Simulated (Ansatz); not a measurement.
Born–Oppenheimer molecular dynamics of GeH4 + H2 (7 atoms, charge 0, multiplicity 1). It starts from a relaxed structure.

All numbers below come from RKS PBE-D4/def2-SVP (Ansatz).

```
ensemble        : NVT, Nosé–Hoover chain
time step       : 0.25 fs
steps asked     : 250
set temperature : 300 K
thermostat      : time constant 100 fs, chain length 3 (defaults)
seed            : 478414
```

First frame:

```xyz
7
Properties=species:S:1:pos:R:3
H 0.039 -0.153 -3.239
H -0.222 0.216 -2.618
Ge 0.037 -0.013 1.171
H 0.695 1.018 2.120
H 0.884 -0.145 -0.117
H -1.389 0.463 0.803
H -0.045 -1.386 1.879
```

**Question.** How far do the bonds stretch over the last three quarters of this one trajectory? (Pairs bonded in most of those frames.)

**Answer.** 
| bond | mean (Å) | spread (Å) | shortest | longest |
| --- | --- | --- | --- | --- |
| H1–H2 | 0.769 | 0.012 | 0.75 | 0.79 |
| Ge3–H4 | 1.551 | 0.010 | 1.53 | 1.57 |
| Ge3–H5 | 1.552 | 0.033 | 1.50 | 1.60 |
| Ge3–H6 | 1.549 | 0.016 | 1.52 | 1.58 |
| Ge3–H7 | 1.555 | 0.043 | 1.49 | 1.62 |

Mean temperature of the second half: 223 K. The conserved energy stayed within 0.026 meV per atom of its start (net change 0.0057 meV per atom), so the integration is sound. The mean temperature of the second half is 26 % below the set value. A run of 0.062 ps of so small a system gives no equilibrium averages.

Time of the run: 2.9 min on 1 thread of Arm Neoverse V1 (shared host), peak memory 0.086 GiB.
